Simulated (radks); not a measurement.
The numbers below are computed, except where a source is named.
Q: Species: Mn XXI. Configuration: [He] 2s2 2p1. Code: a radial shooting solver on a logarithmic mesh with Libxc functionals. Model: Dirac Kohn-Sham, BLYP, spin-unpolarised, spherical densities, finite nucleus; open shells fill j = l - 1/2 first; Fermi nuclear charge, rms radius 3.7057 fm. Some entries of the table are withheld. Estimate them.

orbital,occ.,eigenvalue (hartree),<r^2> (bohr^2),<r> (bohr)
1s1/2,2,(1),0.004924,(2)
2s1/2,2,-60.77833,0.07664,(3)
2p1/2,1,(4),0.05773,0.2184
2p3/2,0,(5),0.05888,0.2208

A: 
(1) 1s1/2 eigenvalue (hartree): -278.6450
(2) 1s1/2 <r> (bohr): 0.06057
(3) 2s1/2 <r> (bohr): 0.2558
(4) 2p1/2 eigenvalue (hartree): -58.45838
(5) 2p3/2 eigenvalue (hartree): -57.96423
